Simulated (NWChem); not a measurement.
CH$_{3}$ClO$_{2}$Si; SMILES O=C[Si@@H](O)Cl

```xyz
8

O     -0.6893     2.4449    -0.2430
C     -0.1395     1.6018     0.4392
Si     0.4213    -0.0608    -0.3399
O      1.9175    -0.3656     0.2899
Cl    -0.9521    -1.5236     0.2171
H      0.0348     1.7836     1.5265
H      0.3962     0.0094    -1.8168
H      2.3930    -1.1610     0.0098
```
Atoms are numbered in this order, from 1.

Program: NWChem. Pople sets run with spherical d functions. Coordinates come from a B3LYP/6-31G* (spherical d) optimisation. B3LYP is NWChem's, with the RPA form of VWN correlation. Level: B3LYP/6-31G* with SMD (1 M gas to 1 M solution), gas-phase geometry. Reactions with the solvent are ignored.

Task: Estimate the computed values for solvent water. Quantities: solvation free energy (kcal/mol); cavity-dispersion-structure term (kcal/mol); dipole in solution (D).

Result: 
```
Quantity                                     Result
-------------------------------------------  ------
solvation free energy (kcal/mol)               -5.7
cavity-dispersion-structure term (kcal/mol)     4.2
dipole in solution (D)                         3.59
```
